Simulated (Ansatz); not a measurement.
`O=[CH][GaH2]` + `[NH2][AlH2]` → `[NH2][AlH][GaH2]` + `C=O` at 600 K and 1 bar (formal exchange of groups at a Ga–C bond).

Gas-phase electronic energies from Ansatz, PBE0-D4/def2-TZVP geometries. CCSD(T)/CBS is the MP2 limit (def2-TZVPP, def2-QZVPP) plus CCSD(T) − MP2 in def2-TZVPP, frozen cores. This one scheme is used for every species. For Ga outer-core shells are correlated without core-valence functions, which leaves a few kJ/mol of doubt a bond. Scalar relativity is left out up to krypton. One conformer a species, not always the lowest.

| species | CCSD(T)/CBS energy (Eh) | H − E (kJ/mol) | S (J/(mol·K)) |
| --- | --- | --- | --- |
| `O=[CH][GaH2]` | -2038.90941 | 120.3 | 358.6 |
| `[NH2][AlH2]` | -299.14566 | 138.4 | 304.9 |
| `[NH2][AlH][GaH2]` | -2223.67811 | 175.5 | 420.9 |
| `C=O` | -114.39408 | 92.5 | 246.7 |

H − E and S are ideal-gas, rigid-rotor, harmonic terms from PBE0-D4/def2-TZVP, for one conformer and one mirror image of each species. 1 Eh = 2625.50 kJ/mol, R = 8.31446 J/(mol·K).

Task: By hand: ΔE, ΔH, ΔS and ΔG.

Result: ΔE = (-2223.67811) + (-114.39408) − (-2038.90941) − (-299.14566) = -0.01712 Eh = -44.9 kJ/mol. Δ(H − E) = 175.5 + 92.5 − 120.3 − 138.4 = 9.3, so ΔH = -35.6 kJ/mol. ΔS = 420.9 + 246.7 − 358.6 − 304.9 = 4.1 J/(mol·K). ΔG = -35.6 − 600 × (4.1)/1000 = -38.1 kJ/mol.

Task: By hand: the equilibrium constant, and the temperature at which ΔG would vanish if ΔH and ΔS stayed fixed.

Result: log₁₀ K = −ΔG/(RT ln 10) = 3.3. ΔH and −TΔS have one sign here, so there is no such temperature.

The number of gas molecules stays the same, so ΔS is small and ΔH decides. A doubt of 5 kJ/mol in ΔE shifts log₁₀ K by 0.4 here. Other conformers and mirror images would add mixing entropy, several J/(mol·K) or more a flexible species. Modes under 60 cm⁻¹, often nearly free rotors, make the harmonic entropy too high. These are equilibria of isolated gas molecules and say nothing of rates. Largest T1 diagnostic: 0.017 (customary marks: 0.02 for closed shells, 0.045 for open ones).

ΔS is within the doubt of such terms, so its sign, and with it that verdict, could turn.
